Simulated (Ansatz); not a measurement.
`ClB1O[SiH2]1`, relaxed with RKS PBE-D4/def2-SVP in Ansatz 0.2.0 from a rough embedded geometry. The force threshold is 0.03 eV/Å; the program also tests the step.

The species carries charge 0 and has multiplicity 1.

Start:

```xyz
6

Cl    2.746    0.035   -0.694
B     1.018    0.510   -0.061
O     0.075    0.633    1.090
Si   -0.864   -0.259   -0.117
H    -1.063   -1.594    0.396
H    -1.911    0.675   -0.614
```

Task: How much energy does the relaxation release, and in how many steps? (Best estimate.)

Result: Computed: 1.44 eV, in 6 steps.

Task: Which bonds change most? (Estimate.)

Result: Ansatz gave: Cl1–B2 from 1.900 to 1.742 Å; B2–O3 from 1.493 to 1.343 Å; B2–Si4 from 2.034 to 1.921 Å; O3–Si4 from 1.770 to 1.827 Å.

Task: Give the relaxed structure. (An estimate is asked.)

Result: Ansatz gave: 
```xyz
6

Cl    2.718    0.395   -0.564
B     1.044    0.192   -0.127
O     0.345    0.562    0.959
Si   -0.816   -0.284   -0.169
H    -1.377   -1.516    0.478
H    -1.914    0.652   -0.578
```
